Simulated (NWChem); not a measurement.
System: C2H8BN; SMILES CCBN

```xyz
12

B     -0.3705     0.7038    -0.3447
H     -1.4347     0.6976    -0.9049
C      0.5179    -0.6044    -0.2768
C     -0.2411    -1.8359     0.2582
H      1.4320    -0.4468     0.3160
H      0.8619    -0.8284    -1.2999
H     -1.1412    -2.0339    -0.3358
H     -0.5638    -1.6874     1.2961
H      0.3794    -2.7400     0.2342
N      0.0368     1.9114     0.2306
H     -0.5114     2.7594     0.1883
H      0.9119     2.0226     0.7271
```
Atoms are numbered in this order, from 1.

Program: NWChem. The geometry was optimised at B3LYP/6-31G* (spherical d). Total energies of different functionals are on different scales.

```tsv
level	energy (Ha)	highest occupied level (eV)	orbital gap (eV)	dipole (D)
PBE/def2-TZVP	-160.5040	…	…	1.70
B3LYP/def2-TZVP	-160.7516	-8.06	8.42	1.63
CAM-B3LYP/def2-TZVP	-160.6464	-9.71	11.34	1.61
PW6B95/def2-TZVP	-160.9414	-8.35	8.96	1.64
BLYP/def2-TZVP	-160.6496	-6.80	6.56	1.68
```

Task: Some entries are withheld; supply them.

Result: 
- PBE/def2-TZVP, highest occupied level (eV): -6.87
- PBE/def2-TZVP, orbital gap (eV): 6.50
